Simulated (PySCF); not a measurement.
A spin–spin coupling run with PySCF 2.14 (density fitting, non-relativistic, gas phase) on SMILES C(=C(\C)F)(/F)CF, C$_{4}$H$_{5}$F$_{3}$:

```
$ OMP_NUM_THREADS=1 python probes_run.py task.json out

{"job": {"kind": "j", "xc": "CAM-B3LYP", "basis": "pcJ-1"}, "charge": 0, "multiplicity": 1}
C      1.350160    -0.612841     0.704786
C      0.731199     0.647573     0.233401
F      1.482808     1.732119     0.441174
C     -0.457537     0.811318    -0.356414
F     -0.832928     2.033553    -0.753955
C     -1.487044    -0.227168    -0.675509
F     -1.549320    -1.216668     0.270601
H      1.556053    -0.549047     1.785402
H      0.695624    -1.472473     0.527254
H      2.314367    -0.768055     0.194784
H     -1.302537    -0.702857    -1.655546
H     -2.459292     0.291046    -0.725273
```

Hardware: 1 thread of an Arm Neoverse V1, shared host. The job also computes field gradients.

Problem. How large is the calculation?

Solution. 56 electrons, 239 basis functions and 838 auxiliary functions.

Problem. How long does it take, and how much memory does it need?

Solution. 76 s of wall time, with 13 SCF cycles; peak memory 1.1 GiB. Times on a shared host scatter by some tens of per cent.

Problem. And these other runs on the same molecule and hardware: GIAO shielding at B97-2/pcSseg-1; GIAO shielding at BHandHLYP/pcSseg-1; GIAO shielding at KT2/pcSseg-1; GIAO shielding at LC-wPBE/pcSseg-1; GIAO shielding at LDA/pcSseg-1; GIAO shielding at PBE0/6-31G?

Solution. B97-2/pcSseg-1: 144 functions, 12 s; BHandHLYP/pcSseg-1: 144 functions, 12 s; KT2/pcSseg-1: 144 functions, 20 s; LC-wPBE/pcSseg-1: 144 functions, 22 s; LDA/pcSseg-1: 144 functions, 16 s; PBE0/6-31G: 73 functions, 6.3 s.
